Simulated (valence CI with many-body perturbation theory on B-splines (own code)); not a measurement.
## Questions on Re⁴⁴⁺

Level of theory: configuration interaction combined with many-body perturbation theory (CI+MBPT): three valence electrons over a frozen Dirac-Fock core [Ar] 3d10, radial functions for each j: 11 s, 11 p, 9 d, 7 f, 5 g, 2 h, 1 i, with the one-electron correlation potential Σ1, the two-electron term Σ2, the three-electron term Σ3, Breit, model QED; selected CI, second order for the rest (own B-spline code, finite nucleus).

No measured spectrum was set against this ion. As an estimate, large intervals hold to a few tenths of a per cent, small ones and those within an open d or f shell to about a per cent.

Levels are named by their leading jj configuration (3d3/2^4 stands for four electrons in 3d with j = 3/2), which in mixed levels can hold well under half, so a name can repeat and another be missing.

Rates and lifetimes use the calculated energies. Strong lines usually hold to 10 to 20 %, long lifetimes can be off by a factor of two.

Problem. What is the ground level?

Solution. (4s^2 4p1/2) J=1/2, composition 100 % 4s²4p ²P°, g = 0.659.

Problem. Name the longest-lived excited levels whose lifetime is computed, and their main decay.

Solution. (4s 4p3/2 4d5/2) J=9/2 at 3820.2 × 10³ cm⁻¹ lives 198 ns, mostly by M1 to (4s 4p1/2 4d5/2) J=7/2; (4s^2 4p3/2) J=3/2 at 850.89 × 10³ cm⁻¹ lives 174 ns, mostly by M1 to (4s^2 4p1/2) J=1/2.

Problem. What are the static dipole polarisabilities of the lowest levels?

Solution. (4s^2 4p1/2) J=1/2 0.0295 bohr³, of which the core gives 0.00195.

Problem. What is the ionisation energy?

Solution. 2303.3 eV; NIST lists 2302 ± 4 eV (theoretical).

Problem. How well does LS coupling describe the low levels?

Solution. Among the lowest 20 levels the leading LS term, summed over configurations, holds 66 % on average. For single configurations the figures are 64 % in LS and 94 % in jj coupling. Terms mix most in the J = 3/2 level at 2982.9 × 10³ cm⁻¹, where the leading one holds 38 %.

Problem. Where does the other parity begin?

Solution. At (4s 4p1/2^2) J=1/2, 801.22 × 10³ cm⁻¹.

Problem. Among levels below 4934.3 × 10³ cm⁻¹, which E1 lines absorb most strongly from the ground level?

Solution. to (4s^2 4d3/2) J=3/2 at 4.595 nm, f = 0.830; to (4s 4p1/2 4p3/2) J=3/2 at 5.848 nm, f = 0.408; to (4s 4p1/2 4p3/2) J=1/2 at 5.780 nm, f = 0.383.
